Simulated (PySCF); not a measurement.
Work out the structure from these simulated measurements.

Formula: C5H10BF2NO.

* NMR, other nuclei: isotropic shieldings of nuclei other than C and H, by class: 73 (1 B), 145 (1 N), -54 (1 O), 230 (2 F) ppm [GIAO KT2/pcSseg-1]
* UV, strongest line: among the 10 lowest singlet transitions: S3 at 7.01 eV (177 nm, f = 0.271) [TDDFT wB97X-D/def2-SVPD]
* 13C NMR: chemical shifts (computed TMS as zero) by class: 159.2 (1 C), 36.3 (1 C), 33.2 (1 C), 27.5 (1 C), 9.2 (1 C) ppm [GIAO KT2/pcSseg-1]
* UV, first state: lowest singlet excitation: 5.86 eV (212 nm, f = 0.000) [TDDFT wB97X-D/def2-SVPD]
* Valence photoelectron: vertical ionisation energy: 9.13 eV [ΔSCF wB97X-D/def2-SVPD]
* Rotational structure: rotational constants A, B, C: 3.101, 0.527, 0.460 GHz [PBE0-D3(BJ)/def2-SVP]

Gas-phase values; electronic properties from PySCF, density fitting. Levels stand in brackets. Geometry: PBE0-D3(BJ)/def2-SVP, one conformer, isolated molecule. Each NMR value is the plain mean over a class of atoms that symmetry, rotation or inversion makes alike.

Question: Propose a structure and show how it fits.

Answer: Numbering: `[CH3:1][N:2]([CH3:3])[C:4](=[O:5])[CH2:6][CH2:7][B:8]([F:9])[F:10]`. 5 carbons fall into 5 classes; from least to most shielded: amide carbonyl carbon [C4] (159.2 ppm), N-methyl carbon [C3] (36.3 ppm), N-methyl carbon [C1] (33.2 ppm), sp3 carbon next to a carbonyl [C6] (27.5 ppm), sp3 carbon bound to boron [C7] (9.2 ppm). The other shieldings belong to: 73 ppm, three-coordinate boron [B8]; 145 ppm, amide nitrogen [N2]; -54 ppm, amide oxygen [O5]; 230 ppm, boron-bound fluorine [F9/F10]. The first electron is taken from the HOMO, whose largest Löwdin shares are 0.44 on the amide nitrogen, 0.23 on the amide oxygen, 0.07 on an N-methyl carbon and 0.07 on the amide carbonyl carbon. The optimised geometry has point group C1 and is an asymmetric top. Structure: `CN(C)C(=O)CCB(F)F`. The assignments are read from this structure; whether some other isomer fits the data as well wasn't checked.

The values belong to the conformer `[CH3:1][N:2]([CH3:3])[C:4](=[O:5])[CH2:6][CH2:7][B:8]([F:9])[F:10]`: C1–N2–C4–O5 1°, N2–C4–C6–C7 176°, C4–C6–C7–B8 170°, C6–C7–B8–F9 168°.
